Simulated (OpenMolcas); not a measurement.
An OpenMolcas run meant for C IV (ANO-R1, X2C; inactive shells 1s; intended active space 1 electron in 4 orbitals (2s 2p)). One step of its input:

```
&RASSCF
FileOrb=start.orb
Symmetry=1
Spin=3
nActEl=1 0 0
Inactive=1 0
Ras2=1 3
CIRoot=1 1 1
SDav=1
CIMx=300
Iter=72 100
PrWF=0.3
OrbListing=Nothing
MaxOrb=0
Atom
CIOnly
>>> COPY $Project.JobIph JOB001
```

Lines from the output:

```
--- SEWARD ---
Basis set label: C.ANO-R...3S2P1D.

      Electronic valence basis set:
      ------------------
      Associated Effective Charge   6.000000 au
      Associated Actual Charge      6.000000 au
      Nuclear Model: Finite nucleus - Gaussian distribution
        Gaussian exponent, Xi/bohr**(-2):  6.80775E+08

      Shell  nPrim  nBasis  Cartesian Spherical Contaminant
         s      12       3        X
         p       7       2        X
         d       3       1                 X
                  Relativistic X2C integrals
                  Atomic mean-field integrals
--- RASSCF ---

 Nr of active orbitals     NAC=   4
 Spin degeneracy         ISPIN=   3
 There can be no such wave function.
 ************************************************
--- Stop Module: rasscf at  /rc=_RC_INPUT_ERROR_ ---
.####################.
.# User input error #.
.####################.
```

What is wrong with the input?

The spin multiplicity does not fit the number of active electrons: an even count needs an odd multiplicity and the reverse.
